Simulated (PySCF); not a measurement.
Ligands exchanged one at a time, In CH3-H. Gas-phase values, no solvent. Strings in code marks are SMILES.

All values below come from B3LYP-D3(BJ)/def2-TZVP // M06-2X/def2-TZVP run with PySCF. B3LYP has the VWN-RPA correlation part, as in Gaussian. Excitations are Tamm–Dancoff values on a coarser integration grid. The basis has no diffuse functions, so Rydberg states are missing or too high.

```json
[
 {"species": "0 of 3 CH3 replaced by H (`[CH3][In]([CH3])[CH3]`)", "S1 excitation (TDA) (eV)": "4.53", "HOMO (eV)": "-6.78", "HOMO–LUMO gap (eV)": "5.60"},
 {"species": "1 of 3 CH3 replaced by H (`[CH3][InH][CH3]`)", "S1 excitation (TDA) (eV)": "4.38", "HOMO (eV)": "-6.97", "HOMO–LUMO gap (eV)": "…"},
 {"species": "2 of 3 CH3 replaced by H", "S1 excitation (TDA) (eV)": "4.41", "HOMO (eV)": "-7.34", "HOMO–LUMO gap (eV)": "5.48"},
 {"species": "3 of 3 CH3 replaced by H (`[InH3]`)", "S1 excitation (TDA) (eV)": "–", "HOMO (eV)": "-7.99", "HOMO–LUMO gap (eV)": "…"}
]
```

Problem. Some entries are withheld; supply them.

Solution. 
- 1 of 3 CH3 replaced by H (`[CH3][InH][CH3]`), HOMO–LUMO gap (eV): 5.45
- 3 of 3 CH3 replaced by H (`[InH3]`), HOMO–LUMO gap (eV): 5.78
